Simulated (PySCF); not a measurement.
AlCl, SMILES [Cl][Al] (connectivity only; charge and spin as stated), neutral, multiplicity 1.

The structure is a stationary point at PBE0-D3(BJ)/def2-TZVPD.

Lowest vertical singlet excitation by several levels in PySCF, with rough processor times relative to the cheapest run on one machine. Each run also gave further roots (ADC and EOM-CCSD ionised and attached states too); roots are paired by order and the bases differ. EOM-CCSD serves as a yardstick, not as the true value; all levels that ended soundly for this molecule are listed, with differences from unrounded values.

| level | relative cost | S1 (eV) | S1 minus EOM-CCSD (eV) |
|---|---|---|---|
| TDA-PBE/def2-TZVPD | 1 | 4.75 | -0.06 |
| EOM-CCSD/aug-cc-pVDZ | 2 | 4.81 | 0.00 |
| TDA-CAM-B3LYP/def2-TZVPD | 2 | 4.92 | 0.11 |
| TDA-LC-ωPBE/def2-TZVPD | 2 | 4.87 | 0.06 |
